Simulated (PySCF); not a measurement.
## Electron correlation in Ar²⁺ (argon, charge +2)

[Ne] 3s2 3p3 3d1, high-spin 5D determinant (an excited configuration). All numbers are calculated (PySCF 2.14, the non-relativistic Hamiltonian (point nucleus), in dyall-acv3z (19s12p6d4f, 113 functions)). Frozen: [Ne]; 6 electrons correlated; the 23 highest virtual orbitals of each spin left out.

```tsv
level	correlation energy (mhartree)
CCSD	-135.31
(T)	-3.37
CCSD(T)	-138.68
```

Diagnostics: T1 = 0.0037, D1 = 0.0069, largest double amplitude 0.052.

Q: Is a single reference adequate?

A: Yes: T1 lies below 0.03 and no double amplitude reaches 0.07.
